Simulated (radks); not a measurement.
Effect of the nuclear size on the europium ion Eu41+, [Ar] 3d4. Calculated with a radial shooting solver on a logarithmic mesh with Libxc functionals: Dirac Kohn-Sham, PBE, spin-unpolarised, spherical densities, finite nucleus; open shells are shared between the two j in proportion to 2j + 1; Fermi nuclear charge, rms radius 5.1115 fm. The rms radius is varied about that value; shifts are against it.

\begin{tabular}{lrrrrrrrr}
rms radius (fm) & total energy shift (eV) & density at nucleus (e/bohr^3) & 1s1/2 shift (meV) & 2s1/2 shift (meV) & 3s1/2 shift (meV) & 3p1/2 shift (meV) & 3d5/2 shift (meV) & 4s1/2 (empty) shift (meV) \\ \hline
4.309 & -5.45 & 6.029e+05 & -2260 & -292 & -69.9 & 0.604 & 3.00 & -25.0 \\
4.6208 & -3.42 & 5.926e+05 & -1410 & -183 & -43.8 & 0.378 & 1.88 & -15.7 \\
5.1115 & 0 & 5.78e+05 & 0.000 & 0.000 & 0.000 & 0.000 & 0.000 & 0.000 \\
5.3773 & 1.96 & 5.709e+05 & 811 & 105 & 25.1 & -0.216 & -1.08 & 8.99 \\
5.7862 & 5.12 & 5.607e+05 & 2120 & 274 & 65.6 & -0.562 & -2.82 & 23.5 \\
\end{tabular}

Slopes of the eigenvalues against <r^2> in GHz/fm^2, as finite differences over the two radii next to the reference (eigenvalue slopes, not the field-shift constants of lines): 1s1/2 71100, 2s1/2 9210, 3s1/2 2200, 3p1/2 -19.0, 3d5/2 -94.6, 4s1/2 (empty) 788.
